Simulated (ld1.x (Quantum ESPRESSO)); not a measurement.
## Plane-wave convergence, TM potential for C (Z = 6)

carbon (C), norm-conserving Troullier–Martins (Kleinman–Bylander form), made with ld1.x (Quantum ESPRESSO) 7.5 (PBE, scalar-relativistic). Core [He], reference 2s2 2p2. Waves: 2s (bound): rc 0.90 bohr; 2p (bound): rc 2.05 bohr. Local part: all-electron potential smoothed inside 0.95 bohr (lloc = -2). Core correction: a·sin(br)/r model core inside 0.65 bohr.

The pseudo-atom Hamiltonian at the reference potential is diagonalised in spherical Bessel functions j_l(qr) that vanish at 20 bohr, with q² up to the cutoff. All-electron valence levels (Ry): 2s -1.0107, 2p -0.3885.

Q: How do the lowest levels (Ry) of each channel move with the cutoff, and are there ghosts?

A:

```json
{"cutoff (Ry)": "8", "s #1": "-0.9239", "p #1": "-0.1889", "p #2": "0.0401", "d #1": "0.0727", "d #2": "0.1712", "f #1": "0.1172", "f #2": "0.2522", "Σ f·Δε (mRy)": "572.8"}
{"cutoff (Ry)": "15", "s #1": "-0.9549", "p #1": "-0.3291", "p #2": "0.0340", "d #1": "0.0727", "d #2": "0.1711", "f #1": "0.1172", "f #2": "0.2522", "Σ f·Δε (mRy)": "230.3"}
{"cutoff (Ry)": "25", "s #1": "-0.9934", "p #1": "-0.3840", "p #2": "0.0324", "d #1": "0.0727", "d #2": "0.1711", "f #1": "0.1172", "f #2": "0.2522", "Σ f·Δε (mRy)": "43.6"}
{"cutoff (Ry)": "40", "s #1": "-1.0060", "p #1": "-0.3883", "p #2": "0.0322", "d #1": "0.0727", "d #2": "0.1711", "f #1": "0.1172", "f #2": "0.2522", "Σ f·Δε (mRy)": "9.6"}
{"cutoff (Ry)": "50", "s #1": "-1.0062", "p #1": "-0.3884", "p #2": "0.0322", "d #1": "0.0727", "d #2": "0.1711", "f #1": "0.1172", "f #2": "0.2522", "Σ f·Δε (mRy)": "9.2"}
{"cutoff (Ry)": "70", "s #1": "-1.0078", "p #1": "-0.3885", "p #2": "0.0322", "d #1": "0.0727", "d #2": "0.1711", "f #1": "0.1172", "f #2": "0.2522", "Σ f·Δε (mRy)": "5.7"}
{"cutoff (Ry)": "100", "s #1": "-1.0101", "p #1": "-0.3885", "p #2": "0.0322", "d #1": "0.0727", "d #2": "0.1711", "f #1": "0.1172", "f #2": "0.2522", "Σ f·Δε (mRy)": "1.2"}
{"cutoff (Ry)": "140", "s #1": "-1.0103", "p #1": "-0.3885", "p #2": "0.0322", "d #1": "0.0727", "d #2": "0.1711", "f #1": "0.1172", "f #2": "0.2522", "Σ f·Δε (mRy)": "0.7"}
{"cutoff (Ry)": "400", "s #1": "-1.0107", "p #1": "-0.3885", "p #2": "0.0322", "d #1": "0.0727", "d #2": "0.1711", "f #1": "0.1172", "f #2": "0.2522", "Σ f·Δε (mRy)": "0.0"}
```

Result: no extra level below or beside the all-electron valence levels (s, p, d, f tested); 10 mRy is reached at 40 Ry and 1 mRy at 110 Ry.

Its largest configuration-test error is +688 meV.
